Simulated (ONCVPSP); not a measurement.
Sb: variants of one ONCV potential

Base potential:

```
Element                 : Sb
Generator               : ONCVPSP 4.0.1
Type                    : optimised norm-conserving Vanderbilt (ONCV)
Functional              : LDA (Perdew-Wang 92)
Relativity              : scalar-relativistic
Frozen core             : [Ar] 3d10
Valence charge          : 23
Reference configuration : 4s2 4p6 4d10 5s2 5p3
Partial waves           : 4s+5s: rc 1.50 bohr, ncon 4, nbas 9, qcut 10.1 1/bohr, 2 projectors; 4p+5p: rc 1.55 bohr, ncon 4, nbas 9, qcut 7.8 1/bohr, 3 projectors, debl 1 Ha; 4d: rc 1.15 bohr, ncon 3, nbas 8, qcut 11.1 1/bohr, 3 projectors, debl 1 Ha; f scattering state at 0.36 Ha: rc 1.50 bohr, ncon 3, nbas 7, qcut 6.9 1/bohr, 2 projectors, debl 0.4 Ha
Local potential         : polynomial inside 0.85 bohr (lpopt 5, dvloc0 0 Ha)
Core correction         : none
```

In the d channel the program set the typed energies aside and used -1.233, 0.250, 1.250 Ha.

All-electron outer shells of the reference configuration (LDA (PZ), scalar-relativistic, ld1.x):

| shell | level (eV) | outermost node (bohr) | outermost maximum (bohr) |
| --- | --- | --- | --- |
| 3p | -749.96 | 0.13 | 0.30 |
| 3d | -516.13 | – | 0.24 |
| 4s | -148.49 | 0.39 | 0.73 |
| 4p | -101.60 | 0.39 | 0.76 |
| 4d | -33.55 | 0.38 | 0.84 |
| 5s | -13.09 | 0.95 | 1.88 |
| 5p | -5.00 | 1.04 | 2.32 |

Cutoffs, loose and tight: the cutoffs (Ha) at which the residual kinetic energy of the hardest occupied pseudo-wave falls to 1 and 0.1 mHa per electron. They do not see the model core or the augmentation charge, which bear on the density cutoff. Test errors are all-electron minus pseudo excitation energies from the reference, over the configurations 4s2 4p6 4d10 5s2 5p2; 4s2 4p6 4d10 5s2 5p1; 4s2 4p6 4d10 5s2 5p0; 4s2 4p5 4d10 5s2 5p3. A dash means not determined; rows that change the core or the reference have their own tests.

```csv
change,outcome,"cutoff, loose","cutoff, tight",bound ghosts,GHOST(+) flags above zero,largest test error (meV)
base,"generated, projector energies reset by the program",47 Ha,54 Ha,none,s,-102
"local potential polynomial inside 0.85 bohr (lpopt 5, dvloc0 -2 Ha)","generated, projector energies reset by the program",47 Ha,54 Ha,none,s,-101
"local potential polynomial inside 0.85 bohr (lpopt 5, dvloc0 -1 Ha)","generated, projector energies reset by the program",47 Ha,54 Ha,none,s,-102
"local potential polynomial inside 0.85 bohr (lpopt 5, dvloc0 1 Ha)","generated, projector energies reset by the program",47 Ha,54 Ha,none,s,-102
"local potential polynomial inside 0.85 bohr (lpopt 5, dvloc0 2.5 Ha)","generated, projector energies reset by the program",47 Ha,54 Ha,none,s,-102
"local potential polynomial inside 0.85 bohr (lpopt 5, dvloc0 4.5 Ha)","generated, projector energies reset by the program",47 Ha,54 Ha,none,s,-103
"local potential polynomial inside 0.85 bohr (lpopt 5, dvloc0 5.5 Ha)","generated, projector energies reset by the program",47 Ha,54 Ha,none,s,-103
"local potential polynomial inside 0.85 bohr (lpopt 5, dvloc0 7 Ha)","generated, projector energies reset by the program",47 Ha,54 Ha,none,s,-103
"local potential polynomial inside 0.85 bohr (lpopt 5, dvloc0 7.5 Ha)","generated, projector energies reset by the program",47 Ha,54 Ha,none,s,-103
"local potential polynomial inside 0.85 bohr (lpopt 5, dvloc0 9.5 Ha)","generated, projector energies reset by the program",47 Ha,54 Ha,none,"s, d",-102
```

Reading the sweep of the dvloc0 (base included, trends over the rows without a ghost): The loose cutoff stays near 47 Ha. The median size of the test errors (rows with all tests solved) stays near 9.0 meV.
